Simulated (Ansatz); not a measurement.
Reaction (ligand exchange at the Si–S bond): `F[Si](F)(S)[GeH3]` + H–F → `F[Si](F)(F)[GeH3]` + H₂S

Isolated molecules relaxed with PBE0-D4/def2-TZVP in Ansatz; ΔE leaves out vibrations. CCSD(T)/CBS adds triple-zeta CCSD(T) − MP2 to the extrapolated MP2 energy (def2 sets, frozen cores). This one scheme is used for every species. Functionals use def2-TZVPP. For Ge outer-core shells are correlated without core-valence functions, which leaves a few kJ/mol of doubt a bond. Scalar relativity is left out up to krypton. One conformer a species, not always the lowest.

Q: Is it downhill or uphill in electronic energy at CCSD(T)/CBS, and by how much? (Best estimate.)

A: The calculation gave: Downhill: ΔE = -91.1 kJ/mol.

Q: What do these levels give: r2SCAN-D4, CAM-B3LYP-D4, MP2/def2-TZVPP, SCS-MP2/def2-TZVPP, MP2/def2-QZVPP, MP2/CBS(def2)? (An estimate is asked.)

A: Ansatz gave: r2SCAN-D4 -92.7, CAM-B3LYP-D4 -102.2, MP2/def2-TZVPP -90.3, SCS-MP2/def2-TZVPP -98.0, MP2/def2-QZVPP -88.7, MP2/CBS(def2) -85.7 kJ/mol.

Largest T1 diagnostic among the species: 0.012.

At CCSD(T), def2-SVP lies −5.0 kJ/mol from the extrapolated value and def2-TZVPP −4.6 kJ/mol. Leaving LDA and LC-ωPBE aside and taking each functional with its dispersion term where it has one, the values, not all of them listed here, spread over 28.3 kJ/mol, from CAM-B3LYP-D4 to revPBE-D4.
